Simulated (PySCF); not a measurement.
Compound: C7H11OP.
Atom-mapped SMILES: `[CH3:1][C@H:2]1[CH:3]=[CH:4][P@@:5]([CH3:6])(=[O:7])[CH:8]=[CH:9]1`

Cartesian coordinates in Å at the GFN2-xTB level; atoms count from 1:
```
atom  x, y, z in Å
C1    -2.7255   -0.2345   -0.3474
C2    -1.2005   -0.1066   -0.3883
C3    -0.7634    1.2055    0.1993
C4     0.4458    1.4552    0.6781
P5     1.7092    0.1672    0.7721
C6     2.5795    0.1825   -0.8467
O7     2.6259    0.2763    1.9129
C8     0.6732   -1.3124    0.7601
C9    -0.5562   -1.2944    0.2690
H10   -3.0732   -0.2451    0.6836
H11   -3.0448   -1.1558   -0.8292
H12   -3.1959    0.5998   -0.8630
H13   -0.8908   -0.1092   -1.4443
H14   -1.5209    1.9799    0.2014
H15    0.7060    2.4091    1.1163
H16    3.2530   -0.6729   -0.8656
H17    1.8925    0.1357   -1.6855
H18    3.1711    1.0950   -0.8955
H19    1.0847   -2.1823    1.2536
H20   -1.1748   -2.1823    0.3159
```

NICS is the negative of the GIAO shielding at a point without a nucleus: at the ring centre (0) and 1 Å above and below it (1); zz is the component along the ring normal. Level: GIAO PBE0/pcSseg-1 (PySCF, non-relativistic, gas phase) on the GFN2-xTB geometry, one conformer.

Ring bond lengths (Å), with Mayer bond orders in brackets: C2–C3 1.503 (1.00), C3–C4 1.324 (1.88), C4–P5 1.807 (0.87), P5–C8 1.806 (0.87), C8–C9 1.324 (1.88), C9–C2 1.503 (1.00).

**Question.** What do the NICS probes read (ppm)?

**Answer.** 
```
             ring                                                     type  NICS(0)  NICS(1), two faces  NICS(1)zz, two faces  rms pucker (Å)  centre to ring atoms, mean (Å)
C2–C3–C4–P5–C8–C9  6-membered ring with P; formal bonds 2 double, 4 single     -1.4         -2.2 / -4.1           -1.3 / -3.4            0.18                            1.52
```

**Question.** What can be read from them?

**Answer.** 
- C2–C3–C4–P5–C8–C9: mean NICS(1)zz -2.4 ppm, near zero. C2, P5 have four or more neighbours, so the value isn't read as a sign of a π ring current.

**Question.** At the first NICS(1) probe listed for ring C2–C3–C4–P5–C8–C9, 1 Å off the ring, how large is the induced field along the normal in 9.4 T applied along it?

**Answer.** NICSzz × B0 = -1.3 ppm × 9.4 T = -12 μT, against the applied field.

On one thread of an Arm Neoverse V1, no GPU, shared host, this took 44 s and 1.0 GiB of memory at its peak. This is the whole shielding run at PBE0/pcSseg-1, SCF included.
